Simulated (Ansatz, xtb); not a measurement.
**Two structures of C3H9BS**

Structure I is `BCCCS`, a singlet and structure II is a singlet given by its coordinates. Both are isolated molecules in the gas phase, relaxed with r2SCAN-D4/def2-SVP; the shapes shown needn't be the lowest conformers.

I (Å):

```yaml
atoms:
  - { symbol: C, position_ang: [-0.7295, -0.0262, 0.5704] }
  - { symbol: C, position_ang: [-0.4083, 0.9985, -0.5212] }
  - { symbol: C, position_ang: [0.8259, 0.5938, -1.3192] }
  - { symbol: B, position_ang: [0.2312, -0.1449, 1.7869] }
  - { symbol: S, position_ang: [1.3270, 1.7927, -2.6049] }
  - { symbol: H, position_ang: [0.1479, -1.0885, 2.5397] }
  - { symbol: H, position_ang: [1.0185, 0.7386, 2.0503] }
  - { symbol: H, position_ang: [-0.9963, -1.0119, 0.1458] }
  - { symbol: H, position_ang: [-1.6637, 0.2747, 1.1053] }
  - { symbol: H, position_ang: [-1.2611, 1.1170, -1.2140] }
  - { symbol: H, position_ang: [-0.2309, 1.9909, -0.0728] }
  - { symbol: H, position_ang: [0.6963, -0.4020, -1.7767] }
  - { symbol: H, position_ang: [1.7050, 0.5245, -0.6550] }
  - { symbol: H, position_ang: [0.2269, 1.6486, -3.3778] }
```

II (Å):

| atom | x (Å) | y (Å) | z (Å) |
| --- | --- | --- | --- |
| C | -0.2757 | -0.7225 | -0.3180 |
| C | 0.2643 | 0.4152 | 0.5236 |
| C | -0.0788 | -2.0871 | 0.3018 |
| B | -1.4309 | -0.4519 | -1.3422 |
| S | 0.5116 | -0.6050 | -2.0725 |
| H | -1.7991 | 0.6883 | -1.5111 |
| H | -2.0895 | -1.3813 | -1.7512 |
| H | 1.3079 | 0.2504 | 0.8408 |
| H | 0.1971 | 1.3810 | 0.0015 |
| H | -0.3586 | 0.4920 | 1.4313 |
| H | 0.9733 | -2.2887 | 0.5674 |
| H | -0.4498 | -2.8939 | -0.3482 |
| H | -0.6690 | -2.1240 | 1.2340 |
| H | 0.4557 | -1.9256 | -2.3570 |

Close contacts (Å): C1–C2 1.51, C1–C3 1.51, C1–B4 1.57, C1–S5 1.93, B4–S5 2.08, C2–H8 1.10, C2–H9 1.10, C2–H10 1.10, C3–H11 1.10, C3–H12 1.10, C3–H13 1.10, B4–H6 1.21, B4–H7 1.21, S5–H14 1.35.

Energies in hartree; the thermal terms are from GFN2-xTB frequencies at re-optimised GFN2-xTB minima (ideal gas, soft modes damped towards free rotors, one conformer each, 298.15 K, 1 atm) and include the zero-point energy:

|  | I | II |
| --- | --- | --- |
| E, CCSD(T)/def2-SVP | −541.547442 | −541.569177 |
| E, MP2/def2-SVP | −541.454317 | −541.477884 |
| E, MP2/def2-TZVPP | −541.905807 | −541.929406 |
| zero-point energy | 0.110865 | 0.112509 |
| H(298 K) − E | 0.119411 | 0.120352 |
| G(298 K) − E | 0.079341 | 0.082844 |

Task: Correct the CCSD(T) difference for the basis set by the MP2 change, then work out ΔE, ΔE₀, ΔH and ΔG for I → II in kcal/mol (1 Eh = 627.51 kcal/mol) and the equilibrium ratio [II]/[I].

Result: 1. Differences II − I: CCSD(T) −0.021735, MP2 in the small set −0.023567, MP2 in the large set −0.023599 Eh.
2. ΔE = −0.021735 + (−0.023599 − (−0.023567)) = −0.021767 Eh = −13.66 kcal/mol.
3. ΔE₀ = ΔE + ΔZPE = −0.021767 + (+0.001644) Eh = −12.63 kcal/mol.
4. ΔH = ΔE + (+0.000941) Eh = −13.07 kcal/mol.
5. ΔG = ΔE + (+0.003503) Eh = −11.46 kcal/mol, so ΔS = (ΔH − ΔG)/T = −22.6 J/(mol K).
6. kT = 0.9442 mEh, so K = [II]/[I] = exp(−ΔG/kT) = exp(+19.34) ≈ 2.5 × 10^8.

Structure II is favoured at this temperature. An error of 1 kcal/mol in ΔG would change K by a factor of 5.4. Mirror images and further conformers aren't counted.

Other levels gave ΔE = −10.9 (GFN2-xTB); −11.3 (HF/STO-3G, GFN2-xTB geometries); −15.5 (r2SCAN-D4/def2-SVP//GFN2-xTB); −15.2 (r2SCAN-D4/def2-SVP); −3.4 (HF/def2-SVP); −14.8 (MP2/def2-SVP); −13.6 (CCSD(T)/def2-SVP) kcal/mol. The correlated steps freeze 9 core orbitals. Programs: Ansatz 0.2.0, xtb 6.7.1.
